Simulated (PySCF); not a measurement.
Ligands exchanged one at a time, B H-CH3. All species are isolated molecules in the gas phase. Strings in code marks are SMILES.

Level of theory: CAM-B3LYP-D3(BJ)/def2-TZVP in PySCF. Delta-SCF ions had no search for a lower state. Excitations are Tamm–Dancoff values on a coarser integration grid. The basis has no diffuse functions, so Rydberg states are missing or too high.

```json
[
 {"species": "0 of 3 H replaced by CH3 (`B`)", "T1 excitation (TDA) (eV)": "–", "vertical ionisation energy (Delta-SCF) (eV)": "13.19"},
 {"species": "1 of 3 H replaced by CH3 (`BC`)", "T1 excitation (TDA) (eV)": "5.22", "vertical ionisation energy (Delta-SCF) (eV)": "…"},
 {"species": "2 of 3 H replaced by CH3 (`B(C)C`)", "T1 excitation (TDA) (eV)": "5.64", "vertical ionisation energy (Delta-SCF) (eV)": "11.25"},
 {"species": "3 of 3 H replaced by CH3 (`CB(C)C`)", "T1 excitation (TDA) (eV)": "6.10", "vertical ionisation energy (Delta-SCF) (eV)": "10.82"}
]
```

Task: Fill in the missing entries.

Result: 
- 1 of 3 H replaced by CH3 (`BC`), vertical ionisation energy (Delta-SCF) (eV): 11.87
